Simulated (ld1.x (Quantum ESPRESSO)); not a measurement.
# An all-electron radial function and its pseudo partner (Pt (Z = 78))

Columns: radius, all-electron u(r) and pseudo u(r) of the 5p shell (level -77.16 eV) of platinum in the configuration [Kr] 4d10 4f14 5s2 5p6 5d8 6s0 6p0; LDA (PZ), scalar-relativistic, RRKJ scheme, ld1.x (Quantum ESPRESSO) 7.5.

| r (bohr) | all-electron | pseudo |
| --- | --- | --- |
| 0.113 | -0.3493 | -0.0353 |
| 0.225 | 0.0855 | -0.1351 |
| 0.338 | 0.5986 | -0.2874 |
| 0.450 | 0.3550 | -0.4690 |
| 0.563 | -0.1810 | -0.6586 |
| 0.675 | -0.6538 | -0.8284 |
| 0.788 | -0.9593 | -0.9604 |
| 0.900 | -1.0983 | -1.0385 |
| 1.013 | -1.1162 | -1.0585 |
| 1.125 | -1.0579 | -1.0238 |
| 1.238 | -0.9576 | -0.9451 |
| 1.350 | -0.8413 | -0.8398 |
| 1.463 | -0.7221 | -0.7231 |
| 1.575 | -0.6106 | -0.6109 |
| 1.688 | -0.5093 | -0.5093 |
| 1.800 | -0.4214 | -0.4214 |
| 1.913 | -0.3454 | -0.3454 |
| 2.025 | -0.2818 | -0.2818 |
| 2.138 | -0.2284 | -0.2284 |
| 2.250 | -0.1846 | -0.1846 |
| 2.363 | -0.1484 | -0.1484 |
| 2.475 | -0.1191 | -0.1191 |
| 2.588 | -0.0951 | -0.0951 |
| 2.700 | -0.0759 | -0.0759 |
| 2.813 | -0.0604 | -0.0604 |
| 2.925 | -0.0480 | -0.0480 |

(1) How many radial nodes do the two functions have?

(2) At about which radius was the pseudo-wave matched?

(3) Is the pseudo-wave norm-conserving?

Results:

(1) The all-electron 5p function has n − l − 1 = 3 (the table is too coarse to show those close to the nucleus); the pseudo-wave has 0, since the states of the same l below it are removed with the core.

(2) 1.70 bohr. The columns agree to 0.0005 from 1.57 bohr on; several derivatives are matched, so the curves merge somewhat inside the radius.

(3) Yes: the RRKJ scheme keeps the norm inside the radius equal to the all-electron one, which fixes the energy derivative of the logarithmic derivative at the level.
